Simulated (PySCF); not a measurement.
**Nuclear quadrupole coupling in `C=C(C#N)C(=O)NC`**

C5H6N2O.
Structure used (GFN2-xTB), in Å, numbered top down from 1:
```
atom  x, y, z in Å
C1    -2.285    1.026    0.525
C2    -1.330    0.343   -0.108
C3    -1.573   -0.330   -1.326
N4    -1.738   -0.889   -2.315
C5     0.058    0.275    0.481
O6     0.329    0.828    1.526
N7     0.939   -0.438   -0.248
C8     2.313   -0.613    0.155
H9    -2.045    1.518    1.454
H10   -3.289    1.107    0.146
H11    0.643   -0.872   -1.109
H12    2.450   -0.087    1.098
H13    2.988   -0.197   -0.595
H14    2.540   -1.672    0.292
```

Field gradients from the PBE0/pcSseg-1 density (PySCF, non-relativistic), principal values in atomic units, ordered |Vxx| ≤ |Vyy| ≤ |Vzz|:

```csv
atom,Vxx,Vyy,Vzz
N4,0.4364,0.5382,-0.9746
O6,0.6188,0.8579,-1.4767
N7,0.4144,0.5060,-0.9204
```

Find the asymmetry η = (Vxx − Vyy)/Vzz and the couplings χ = eQV/h (234.96 MHz × Q in barn × V in au), with Q(14N) = 0.02044 b, Q(17O) = −0.0256 b.

```json
{"atom": "N4", "environment": "nitrile nitrogen", "nucleus": "14N", "η": "0.10", "χzz (MHz)": "-4.681", "χxx (MHz)": "2.096", "χyy (MHz)": "2.585"}
{"atom": "O6", "environment": "amide oxygen", "nucleus": "17O", "η": "0.16", "χzz (MHz)": "8.88", "χxx (MHz)": "-3.72", "χyy (MHz)": "-5.16"}
{"atom": "N7", "environment": "amide nitrogen", "nucleus": "14N", "η": "0.10", "χzz (MHz)": "-4.420", "χxx (MHz)": "1.990", "χyy (MHz)": "2.430"}
```

What is Vzz at N7 in SI units (1 au = 9.71736 × 10²¹ V/m²)?

-0.9204 au = -8.944 × 10²¹ V/m².

And the gradient at the other heavy atoms, for which no coupling is worked out here?

```
atom                      environment  Vzz (au)     η
  C1             terminal =CH2 carbon     0.490  0.09
  C2  fully substituted alkene carbon    -0.227  0.27
  C3                   nitrile carbon    -0.395  0.04
  C5            amide carbonyl carbon     0.357  0.43
  C8                  N-methyl carbon     0.329  0.25
```

What couplings would deuterons (Q(2H) = 0.00286 b) have in place of the hydrogens, at this geometry?

| atom | bonded to | bond length (Å) | Vzz (au) | η | χzz (kHz) |
| --- | --- | --- | --- | --- | --- |
| H9 | C1 | 1.078 | 0.3221 | 0.00 | 216 |
| H10 | C1 | 1.077 | 0.3291 | 0.02 | 221 |
| H11 | N7 | 1.009 | 0.3924 | 0.22 | 264 |
| H12 | C8 | 1.089 | 0.2971 | 0.05 | 200 |
| H13 | C8 | 1.092 | 0.3018 | 0.06 | 203 |
| H14 | C8 | 1.091 | 0.3019 | 0.06 | 203 |

One conformer (not necessarily the lowest) at the GFN2-xTB geometry, without solvent, vibrations or thermal averaging. GFN2-xTB bond lengths can be off by several hundredths of an ångström, more for odd bonds, and the gradients follow them. The basis is small and wasn't made for field gradients, so the couplings can be 20 % off.
